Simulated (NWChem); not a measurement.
System: C₂H₄FNSi; SMILES F[C@H](C#N)[SiH3]

Here is an NWChem input.

```
start job
memory heap 200 mb stack 900 mb global 1100 mb
geometry units angstroms noautosym nocenter noautoz
  N      0.796092    -2.341100     0.169704
  C      0.224668    -1.372340    -0.104949
  C     -0.455271    -0.122602    -0.428743
  F     -1.667440    -0.045030     0.222207
  Si     0.602692     1.410767     0.067379
  H     -0.637331    -0.106247    -1.518838
  H      0.829096     1.368218     1.536780
  H     -0.179596     2.617852    -0.318117
  H      1.889447     1.351018    -0.681765
end
basis spherical
  * library def2-svp
end
dft
  xc pbe0
  iterations 150
end
cosmo
  do_cosmo_smd true
  solvent acetntrl
end
task dft energy
```

Coordinates come from a PBE0/def2-SVP optimisation. Solvent: acetonitrile.

Level: PBE0/def2-SVP with SMD (1 M gas to 1 M solution), gas-phase geometry. Reactions with the solvent are ignored.

Q: Predict the main results of this run. (PBE0/def2-SVP, SMD on the gas-phase geometry.) Quantities: solvation free energy (kcal/mol); cavity-dispersion-structure term (kcal/mol); dipole in solution (D).

A: solvation free energy (kcal/mol): -4.5
cavity-dispersion-structure term (kcal/mol): 1.7
dipole in solution (D): 4.31
